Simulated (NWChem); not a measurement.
System: GeBrCl, singlet; SMILES [Cl][Ge][Br]

Output (shortened):

```
             Northwest Computational Chemistry Package (NWChem) 7.3.0
             --------------------------------------------------------

 CS  symmetry detected

                             Geometry "geometry" -> ""
                             -------------------------

 Output coordinates in angstroms (scale by  1.889725989 to convert to a.u.)

  No.       Tag          Charge          X              Y              Z
 ---- ---------------- ---------- -------------- -------------- --------------
    1 Ge                  32.0000     0.78524196    -0.61201726     0.00000000
    2 Cl                  17.0000    -0.96858637    -1.92683408     0.00000000
    3 Br                  35.0000    -0.24747927     1.49544948     0.00000000

 Effective nuclear repulsion energy (a.u.)     473.8947092704

      Symmetry information
      --------------------

 Group name             Cs
 Group number              2
 Group order               2
 No. of unique centers     3

  pbe96 is a nonlocal functional; adding pw91lda local functional.

                                 NWChem DFT Module
                                 -----------------

 Summary of "ao basis" -> "ao basis" (spherical)
 ------------------------------------------------------------------------------
       Tag                 Description            Shells   Functions and Types
 ---------------- ------------------------------  ------  ---------------------
 Ge                         def2-svp                12       32   5s4p3d
 Cl                         def2-svp                 8       18   4s3p1d
 Br                         def2-svp                12       32   5s4p3d

      Symmetry analysis of basis
      --------------------------

        a'         57
        a"         25

            General Information
            -------------------
          SCF calculation type: DFT
          Wavefunction type:  closed shell.
          No. of atoms     :     3
          No. of electrons :    84
           Alpha electrons :    42
            Beta electrons :    42
          Charge           :     0
          Spin multiplicity:     1
          Use of symmetry is: on ; symmetry adaption is: on
          Maximum number of iterations: 150
          AO basis - number of functions:    82
                     number of shells:    32
          Convergence on energy requested:  1.00D-06
          Convergence on density requested:  1.00D-05
          Convergence on gradient requested:  5.00D-04

              XC Information
              --------------
          PerdewBurkeErnzerhof Exchange Functional  1.000
            Perdew 1991 LDA Correlation Functional  1.000 local
           PerdewBurkeErnz. Correlation Functional  1.000 non-local

             Grid Information
             ----------------
          Grid used for XC integration:  medium
          Radial quadrature: Mura-Knowles
          Angular quadrature: Lebedev.
          Tag              B.-S. Rad. Rad. Pts. Rad. Cut. Ang. Pts.
          ---              ---------- --------- --------- ---------
          Ge                  1.25      112           8.0       590
          Cl                  1.00       88          10.0       590
          Br                  1.15      112           9.0       590
          Grid pruning is: on
          Number of quadrature shells:   312
          Spatial weights used:  Erf1

      Superposition of Atomic Density Guess
      -------------------------------------

 Sum of atomic energies:       -5106.45281809

      Non-variational initial energy
      ------------------------------

 Total energy =   -5106.704016
 1-e energy   =   -8058.395885
 2-e energy   =    2477.797159
 HOMO         =      -0.280873
 LUMO         =      -0.044468

      Symmetry analysis of molecular orbitals - initial
      -------------------------------------------------

  Numbering of irreducible representations:

     1 a'          2 a"

  Orbital symmetries:

     1 a'          2 a'          3 a'          4 a'          5 a'
     6 a'          7 a"          8 a'          9 a'         10 a'
    11 a"         12 a'         13 a'         14 a'         15 a'
    16 a"         17 a'         18 a'         19 a"         20 a'
    21 a'         22 a'         23 a"         24 a'         25 a'
    26 a"         27 a'         28 a"         29 a'         30 a'
    31 a'         32 a"         33 a"         34 a'         35 a'
    36 a'         37 a'         38 a'         39 a"         40 a"
    41 a'         42 a'         43 a"         44 a'         45 a'
    46 a'         47 a'         48 a'         49 a"         50 a'
    51 a"         52 a'

   convergence    iter        energy       DeltaE   RMS-Dens  Diis-err
 ---------------- ----- ----------------- --------- --------- ---------
 d= 0,ls=0.0,diis     1  -5109.7589857291 -5.58D+03  2.52D-02  6.54D-01
 d= 0,ls=0.0,diis     2  -5109.4218479777  3.37D-01  1.93D-02  2.41D+00
 d= 0,ls=0.0,diis     3  -5109.8282622605 -4.06D-01  3.86D-03  1.34D-01
 d= 0,ls=0.0,diis     4  -5109.8440157564 -1.58D-02  7.70D-04  1.06D-02
 d= 0,ls=0.0,diis     5  -5109.8444118635 -3.96D-04  5.16D-04  1.24D-03
  Resetting Diis
 d= 0,ls=0.0,diis     6  -5109.8445519045 -1.40D-04  2.42D-04  2.40D-04
 d= 0,ls=0.0,diis     7  -5109.8445974180 -4.55D-05  1.05D-04  6.37D-06
 d= 0,ls=0.0,diis     8  -5109.8445931556  4.26D-06  6.86D-05  3.14D-05
 d= 0,ls=0.0,diis     9  -5109.8445986534 -5.50D-06  5.05D-06  1.03D-07
 d= 0,ls=0.0,diis    10  -5109.8445986680 -1.46D-08  1.23D-06  9.68D-09

         Total DFT energy =    -5109.844598667978
      One electron energy =    -8056.818617779458
           Coulomb energy =     2670.797245591219
    Exchange-Corr. energy =     -197.717935750181
 Nuclear repulsion energy =      473.894709270442

 Numeric. integr. density =       84.000000187503

                  Occupations of the irreducible representations
                  ----------------------------------------------

[...]
```

Level: PBE/def2-SVP, vertical spin-unrestricted ions. Low-valent species are run as closed-shell singlets; no triplet was tried in these runs. The geometry was optimised at PBE0/def2-SVP.

Q: Which NWChem input produces such a log?

A: Several could match; the one computed here: the input that was run:
```
start job
memory heap 200 mb stack 900 mb global 1100 mb
geometry units angstroms noautoz
  Ge     0.781663    -0.617062     0.000000
  Cl    -0.985034    -1.914536     0.000000
  Br    -0.230245     1.500477     0.000000
end
basis spherical
  * library def2-svp
end
dft
  xc xpbe96 cpbe96
  iterations 150
  vectors input atomic output neutral.movecs
end
task dft energy
charge 1
dft
  odft
  mult 2
  vectors input atomic output cation.movecs
end
task dft energy
```
